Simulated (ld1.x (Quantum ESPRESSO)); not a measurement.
## How hard is this silicon ultrasoft potential?

| Quantity | Value |
| --- | --- |
| Element | Si (Z = 14) |
| Generator | ld1.x (Quantum ESPRESSO) 7.5 |
| Type | ultrasoft |
| Functional | LDA (PZ) |
| Relativity | fully relativistic |
| Frozen core | [Ne] |
| Valence charge | 4 |
| Reference configuration | 3s2 3p2 |
| Partial waves | 3s (bound): rcut 1.65, rcutus 1.85 bohr; 3s channel at -0.3 Ry: rcut 1.65, rcutus 1.85 bohr; 3p (bound): rcut 1.60, rcutus 1.90 bohr; 3p channel at 0.1 Ry: rcut 1.60, rcutus 1.90 bohr; 3d channel at -0.1 Ry: rcut 1.25, rcutus 1.50 bohr; 3d channel at 0.45 Ry: rcut 1.25, rcutus 1.50 bohr |
| Local potential | all-electron potential smoothed inside 1.70 bohr (lloc = -1) |
| Core correction | a·sin(br)/r model core inside 0.80 bohr |
| Augmentation charge | PSQ, inside the norm-conserving radii |

Open shells are filled in proportion to 2j + 1 (rel_dist='average').

The pseudo-atom Hamiltonian at the reference potential is diagonalised in spherical Bessel functions j_l(qr) that vanish at 20 bohr, with q² up to the cutoff. All-electron valence levels (Ry): 3s -0.8000, 3p1/2 -0.3080, 3p3/2 -0.3056.

**Question.** How do the lowest levels (Ry) of each channel move with the cutoff, and are there ghosts?

**Answer.**

| cutoff (Ry) | s #1 | s #2 | p1/2 #1 | p3/2 #1 | d3/2 #1 | d3/2 #2 | d5/2 #1 | f #1 | Σ f·Δε (mRy) |
| --- | --- | --- | --- | --- | --- | --- | --- | --- | --- |
| 8 | -0.7985 | -0.0264 | -0.3058 | -0.3036 | 0.0567 | 0.1318 | 0.0567 | 0.1106 | 7.4 |
| 10 | -0.7996 | -0.0265 | -0.3071 | -0.3048 | 0.0566 | 0.1313 | 0.0566 | 0.1106 | 2.8 |
| 12 | -0.7999 | -0.0266 | -0.3076 | -0.3052 | 0.0565 | 0.1308 | 0.0565 | 0.1106 | 1.3 |
| 15 | -0.7999 | -0.0266 | -0.3079 | -0.3055 | 0.0564 | 0.1305 | 0.0564 | 0.1106 | 0.7 |
| 18 | -0.8000 | -0.0266 | -0.3080 | -0.3056 | 0.0563 | 0.1300 | 0.0563 | 0.1106 | 0.5 |
| 21 | -0.8000 | -0.0266 | -0.3080 | -0.3056 | 0.0563 | 0.1298 | 0.0563 | 0.1106 | 0.2 |
| 400 | -0.8001 | -0.0266 | -0.3081 | -0.3057 | 0.0562 | 0.1295 | 0.0562 | 0.1106 | 0.0 |

Result: no extra level below or beside the all-electron valence levels (s, p1/2, p3/2, d3/2, d5/2, f tested); 10 mRy is reached at 8 Ry and 1 mRy at 15 Ry.
